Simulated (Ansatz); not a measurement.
`N[SiH2][SiH](O)O` → 7 H• + N• + 2 O• + 2 Si•  (atomization)

Computed with Ansatz on PBE0-D4/def2-TZVP structures; ΔE is electronic, products minus reactants. CBS: MP2 limit from def2 TZ/QZ plus the TZ coupled-cluster correction, frozen cores. This one scheme is used for every species, atoms too. For atomizations the MP2-based limit and the directly extrapolated one differ by several kJ/mol either way, and by 10 to 25 for some Ge, Se and Sn compounds, so smaller differences from it don't rank the levels. DFT in def2-TZVPP. Open shells (•) are unrestricted, without spin–orbit coupling. Spin–orbit coupling would lower the free atoms: a little for O, Si. One conformer a species, not always the lowest.

`N[SiH2][SiH](O)O`:

Z-matrix (Å, degrees):
```
Si
Si 1 2.341
N 1 1.734 2 103.2
H 1 1.489 2 111.3 3 -114.3
H 1 1.496 2 112.6 3 125.8
O 2 1.649 1 109.4 3 57.9
O 2 1.653 1 103.2 3 -61.9
H 2 1.486 1 118.0 3 176.2
H 3 1.009 1 117.4 2 57.8
H 3 1.009 1 119.2 2 -165.1
H 6 0.960 2 115.5 1 -38.3
H 7 0.959 2 117.6 1 -179.4
```

```csv
level,ΔE (kJ/mol),difference from CCSD(T)/CBS
PBE-D4,4240.2,5.3
r2SCAN0-D4,4126.3,-108.6
B2PLYP,4160.8,-74.1
PBE,4214.4,-20.5
PBE0,4138.7,-96.2
LC-ωPBE,4174.1,-60.8
MP2/def2-TZVPP,4155.5,-79.4
CCSD/def2-TZVPP,4036.9,-198.0
MP2/def2-QZVPP,4239.5,4.6
CCSD/CBS(def2),4176.7,-58.2
CCSD(T)/CBS,4234.9,0
```

Largest T1 diagnostic among the species: 0.012.

At CCSD(T), def2-SVP lies −389.2 kJ/mol from the extrapolated value and def2-TZVPP −139.8 kJ/mol: correlation converges slowly with the basis, and small sets miss more of it in the bonded molecule than in its fragments. Leaving LDA and LC-ωPBE aside and taking each functional with its dispersion term where it has one, the values, not all of them listed here, spread over 156.8 kJ/mol, from BHLYP-D4 to PBE-D4. LDA lies +577.6 kJ/mol from PBE without D4, its usual overbinding. From PBE to PBE0 (25 % exact exchange), in def2-TZVPP and without D4, ΔE moves by −75.6 kJ/mol: exact exchange takes away binding that semilocal exchange gives to molecules.
